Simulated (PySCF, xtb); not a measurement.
B(CCH)(H)2 (C2H3B), SMILES BC#C.

GFN2-xTB (xtb 6.7.1) at its own geometry gives an orbital gap of 3.43 eV and a dipole moment of 0.56 D.

The structure is a stationary point at B3LYP-D3(BJ)/def2-TZVP.

**Question.** What does r2SCAN/def2-TZVPD in PySCF give? (An estimate is asked for; the answer gives what the named calculation found.)

**Answer.** gap 4.04 eV (levels -7.09 and -3.06 eV), dipole 1.01 D.
